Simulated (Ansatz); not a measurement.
A single point on BH$_{6}$NSeSi.

```yaml
crystal:
  periodic: [false, false, false]
  atoms:
    - {symbol: B, position_ang: [-1.008306, 0.919425, -0.583353]}
    - {symbol: Si, position_ang: [0.291333, 0.087082, 0.586762]}
    - {symbol: N, position_ang: [0.098940, -1.428375, 1.317227]}
    - {symbol: Se, position_ang: [0.560909, 0.092985, -1.875313]}
    - {symbol: H, position_ang: [-1.964342, 0.233153, -0.820334]}
    - {symbol: H, position_ang: [-1.075206, 2.104011, -0.713663]}
    - {symbol: H, position_ang: [1.579980, 0.653461, 1.051026]}
    - {symbol: H, position_ang: [0.869453, -1.995339, 1.628780]}
    - {symbol: H, position_ang: [-0.756790, -1.949700, 1.224640]}
    - {symbol: H, position_ang: [1.487327, 1.231998, -1.812773]}
basis:
  gaussian: {orbitals: def2-QZVPP}
correlation: {method: mp2}
```

```sh
$ ansatz run in.yaml --threads 4 --pin off --events-out ev --progress --plain --max-ram 10444MiB
```

Shortened log:

```
Functional definition: HF
2732 factors; integrals over basis functions are off by at most 1.1e-3 eV
mean field evaluation 1: about -75413.4223 eV, gradient 3.8e1 eV
mean field evaluation 2: about -75413.5468 eV, gradient 3.8e1 eV
mean field evaluation 4: about -75417.0980 eV, gradient 3.7e0 eV
mean field evaluation 8: about -75417.1581 eV, gradient 3.0e-1 eV
mean field evaluation 16: about -75417.1585 eV, gradient 2.4e-6 eV
mean field -75417.15851102 eV, -2771.5294556939 hartree, gradient 2.4e-6 eV, S^2 0.000000; 0 other end points of the search recorded, 0 dependent functions left out
16 core orbitals not correlated: weight in the atoms' cores, before any rotation towards them, 1.000 or more for the frozen orbitals, at most 0.000 for the correlated occupied ones
reference -75417.15851102 eV, -2771.5294556939 hartree; 17, 17 occupied and 420, 420 virtual orbitals, 2732 factors
second order -29.09508066 eV of doubles, -0.00000000 eV of singles
Total energy: -75446.25359168 eV, -2772.5986801869 hartree
```

Hardware: 4 threads of an Arm Neoverse V1 on a shared host. Wall time 25 s, peak host memory 2.6 GiB.
